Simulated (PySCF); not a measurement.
1,1-dichloro-3,3-difluoroprop-1-ene (C3H2Cl2F2), SMILES C(=C(Cl)Cl)C(F)F.

Coordinates come from a PBE-D3(BJ)/def2-SVP optimisation. One conformer was computed; it need not be the lowest.

Method: PBE-D3(BJ)/def2-SVP in PySCF.

Frequencies are harmonic and unscaled.

| mode | ν (cm⁻¹) | IR (km/mol) | moving atoms (share of kinetic energy) |
|---|---|---|---|
| 1 | 37 | 1.2 | F 66 %, Cl 17 %, C 12 % |
| 2 | 104 | 0.2 | F 53 %, C 24 %, Cl 20 % |
| 3 | 153 | 3.0 | Cl 57 %, F 24 %, C 16 % |
| 4 | 251 | 0.5 | Cl 62 %, F 30 % |
| 5 | 362 | 0.2 | Cl 66 %, F 21 %, C 12 % |
| 6 | 419 | 0.1 | C 62 %, F 30 % |
| 7 | 448 | 20.6 | C 51 %, Cl 20 %, H 14 %, F 14 % |
| 8 | 503 | 3.0 | C 64 %, H 24 %, F 10 % |
| 9 | 550 | 13.2 | F 68 %, C 19 %, Cl 12 % |
| 10 | 676 | 36.0 | C 55 %, Cl 20 %, F 14 %, H 12 % |
| 11 | 800 | 13.8 | H 67 %, C 30 % |
| 12 | 867 | 135.5 | C 79 %, Cl 12 % |
| 13 | 1058 | 196.0 | C 59 %, F 33 % |
| 14 | 1082 | 134.9 | C 63 %, F 28 %, H 9 % |
| 15 | 1113 | 103.7 | C 65 %, H 33 % |
| 16 | 1197 | 23.1 | H 70 %, C 27 % |
| 17 | 1323 | 21.0 | H 85 %, C 13 % |
| 18 | 1353 | 50.7 | H 63 %, C 36 % |
| 19 | 1647 | 132.0 | C 96 % |
| 20 | 3009 | 22.9 | H 92 %, C 8 % |
| 21 | 3139 | 3.2 | H 92 %, C 8 % |
